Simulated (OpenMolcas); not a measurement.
P3+: effect of the active space

```yaml
Program: OpenMolcas
Method: CASSCF or its RAS form
Basis: ANO-RCC-VQZP
Scalar_Hamiltonian: X2C, point nucleus
Spin-orbit_coupling: state interaction with AMFI integrals over the reference wave functions, term energies averaged over their components
```

A. 2 electrons in 4 orbitals (3s 3p); 2S+1 = 1 even, 7 roots; 2S+1 = 3 even, 3 roots kept (CI in the orbitals of an earlier block); 2S+1 = 1 odd, 3 roots; 2S+1 = 3 odd, 3 roots kept (CI in the orbitals of an earlier block); cost of the order of 8 core-seconds
B. 2 electrons in 9 orbitals (RAS2 3s 3p; RAS3 3d, at most 2 electrons); 2S+1 = 1 even, 1 root; 2S+1 = 3 even, 3 roots kept (CI in the orbitals of an earlier block, 0 in the spin-orbit step); 2S+1 = 1 odd, 3 roots; 2S+1 = 3 odd, 3 roots kept (CI in the orbitals of an earlier block); cost about 16 core-seconds

Energies in cm-1 above 3s2 1S0, the measured ground level; measured values from Martin, Zalubas and Musgrove, J. Phys. Chem. Ref. Data 14, 751 (1985).

```
      Level       A       B  Measured
    3s2 1S0     0.0     0.0       0.0
3s 3p 3P* 0   68679   67477     67918
3s 3p 3P* 1   68850   67655     68146
3s 3p 3P* 2   69196   68017     68615
3s 3p 1P* 1  117107  107378
```

Deviations, from unrounded energies. A percentage is the sum of absolute deviations over the sum of measured energies, with the sign that they share, or ± where signs differ.

```tsv
Against measurement	Levels	A	B
mean absolute deviation (cm-1)	3	680	510
other configurations (%)	3	+1.0	-0.7
```

B lies closest to measurement on these levels. The largest miss of B in the table is 3s 3p 3P* 2, by -600 cm-1. The ranking rests on the paired levels alone, and a cruder setting can come out closer through cancelling errors.

Between A and B the level of the table that moves most is 3s 3p 1P* 1, by 9700 cm-1 (lowest in B, highest in A).

Terms from blocks run as CI alone lack orbitals of their own. Active for correlation alone: 3d; no level in the range computed is led by a configuration that fills it, so any true level of that kind is missing (holds for B). Computed and measured levels are paired by configuration, term and J; levels that our copy of the source lacks, or whose pairing is in doubt (as where it misses far off the trend of its configuration), stay unpaired and out of the deviations. Only configurations of the active space appear. The table leaves out levels that lie high or whose names do not pair safely across all columns.

* marks odd parity.
